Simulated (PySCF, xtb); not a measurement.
Ge(H)(OMe) (CH4GeO), SMILES C[O][GeH] (connectivity only; charge and spin as stated), neutral, multiplicity 1.

xtb with GFN2-xTB at its own geometry gives an orbital gap of 3.54 eV and a dipole moment of 0.57 D.

Geometry optimised at ωB97X-D3(BJ)/def2-TZVP.

Q: What does CAM-B3LYP/def2-TZVPD in PySCF give? (The exact figures need the calculation; the answer reports its results.)

A: gap 6.97 eV (levels -8.19 and -1.22 eV), dipole 1.02 D.
